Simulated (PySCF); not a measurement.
How methods differ on the excitation energy of Br

Br [Ar] 3d10 4s2 4p5 (2P) → Br [Ar] 3d10 4s1 4p6 (2S), as a difference of total energies. Calculation: PySCF 2.14, in x2c-TZVPPall (6s5p4d1f, 48 functions); the spin-free X2C one-electron Hamiltonian (Gaussian nucleus). Correlated levels: valence: [Ar] 3d10 frozen. The calculations carry no spin-orbit coupling.

| method | excitation energy (eV) |
| --- | --- |
| UHF | 15.114 |
| MP2 (valence) | 13.080 |
| SCS-MP2 (valence) | 12.857 |
| CCSD (valence) | 11.783 |
| CCSD(T) (valence) | 11.068 |
| CCSDT (valence) | 11.177 |

How much does correlation contribute at CCSD(T) (valence)?

11.068 − (15.114) = -4.046 eV, measured against UHF.

A first-order spin-orbit estimate (lowest level to lowest level, LS coupling) adds 0.148 eV.

The upper state lies above the first ionisation limit, where it may autoionise and the basis confines it.

The coupled-cluster amplitudes are large for the upper state (T1 above 0.03 or a double amplitude above 0.15), so a single reference is strained.
